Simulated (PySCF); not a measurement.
# Radial density of Tl³⁺ (thallium, charge +3)

B97-3, [Xe] 4f14 5d10, closed-shell 1S. All numbers are calculated (PySCF 2.14, a scalar-relativistic core potential, in aug-cc-pwCVQZ-PP with ECP60MDF). This is the valence pseudo-density: the core potential removes the inner electrons and smooths the orbitals near the nucleus.

| r (bohr) | 4πr²ρ (e/bohr) |
| --- | --- |
| 0.0369 | 1.771e-05 |
| 0.0620 | 3.705e-05 |
| 0.104 | 0.0001714 |
| 0.175 | 0.001911 |
| 0.295 | 0.05523 |
| 0.496 | 2.474 |
| 0.835 | 18.38 |
| 1.40 | 10.90 |
| 2.36 | 1.151 |
| 3.97 | 0.01293 |

Energies and moments cover only the electrons outside the core potential. Spin-orbit coupling, which splits the p, d and f shells strongly at this Z, is absent.
